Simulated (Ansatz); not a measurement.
`BC1OC1=C`, relaxed with RKS PBE-D4/def2-SVP in the Gaussian-basis code of Ansatz from a rough embedded geometry. The force threshold is 0.03 eV/Å; the program also tests the step.

The species carries charge 0 and has multiplicity 1.

Start:

```xyz
10

B    -0.197   -0.549    1.602
C    -0.782    0.235    0.420
O    -0.297    1.502    0.399
C     0.092    0.522   -0.675
C     0.784    0.095   -1.675
H    -0.815   -1.349    2.219
H     0.975   -0.425    1.906
H    -1.836    0.165    0.090
H     1.395    0.756   -2.238
H     0.683   -0.952   -2.049
```

(1) By how much does the energy fall, and how many steps does the optimiser take? (Estimate.)

(2) Which bonds change most? (Best estimate.)

(3) Give the relaxed structure. (Estimate.)

Results:

(1) Computed: 111.53 kJ/mol, in 8 steps.

(2) The calculation gave: O3–C4 from 1.505 to 1.334 Å; C2–O3 from 1.357 to 1.519 Å; C4–C5 from 1.289 to 1.335 Å; C2–C4 from 1.430 to 1.475 Å.

(3) Computed: 
```xyz
10

B    -0.191   -0.576    1.619
C    -0.836    0.281    0.518
O    -0.127    1.567    0.129
C     0.085    0.481   -0.617
C     0.761    0.052   -1.685
H    -0.698   -1.643    1.907
H     0.854   -0.222    2.125
H    -1.913    0.306    0.269
H     1.374    0.752   -2.270
H     0.691   -0.998   -1.995
```
